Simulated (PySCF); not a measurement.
# HSbO: one-bond stretch

All numbers come from PBE0/[Sb def2-TZVP with ECP28, O def2-TZVP, H def2-TZVP], scalar-relativistic core potentials, density fitting, no spin–orbit coupling, PySCF.

Rigid scan from the singlet minimum (Sb–H 1.750 Å, Sb–O 1.809 Å; H–Sb–O 100.0°). Coordinate: the bond from Sb to the last atom (H) scaled, the rest fixed. Energies in kJ/mol from the minimum.

**Question.** Predict the curve at 0.92, 0.96, 1.00, 1.05, 1.12, 1.20, 1.35, 1.55, 1.80, 2.20.

**Answer.** 
```tsv
scale of one bond	E (kJ/mol)	dipole size (D)
0.92	14.0	3.75
0.96	3.1	3.72
1.00	0.0	3.70
1.05	4.0	3.68
1.12	19.4	3.68
1.20	45.5	3.71
1.35	103.6	3.84
1.55	180.5	–
1.80	260.1	–
2.20	345.8	–
```

At long bonds a restricted determinant can lie too high, and another spin state can fall below this curve.

Other isomers or separated fragments may lie lower.
